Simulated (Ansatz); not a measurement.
A structure relaxed at PBE0-D4/def2-TZVP, charge 0, multiplicity 1:

```xyz
11

C    -1.2877   -0.6156    0.9132
C    -0.6533    0.4536    0.0780
O     0.5337    1.1241    0.7129
B     0.7702    0.4357   -0.4224
N     1.8426    0.1117   -1.2362
H    -2.0199   -1.1647    0.3141
H    -0.5486   -1.3306    1.2796
H    -1.8120   -0.1906    1.7744
H    -1.3522    1.1977   -0.3032
H     2.7797    0.4213   -1.0437
H     1.7474   -0.4425   -2.0668
```

Q: Give its formula and SMILES.

A: C2H6BNO, `CC1OB1N`.

Q: Summarise the bond lengths by kind.

A: 1 × C–C 1.498 Å; 4 × C–H 1.090 to 1.094 Å; 1 × C–O 1.504 Å; 1 × B–C 1.509 Å; 1 × B–O 1.349 Å; 1 × B–N 1.385 Å; 2 × H–N 1.003 to 1.006 Å.

Results of the Gaussian-basis code of Ansatz.
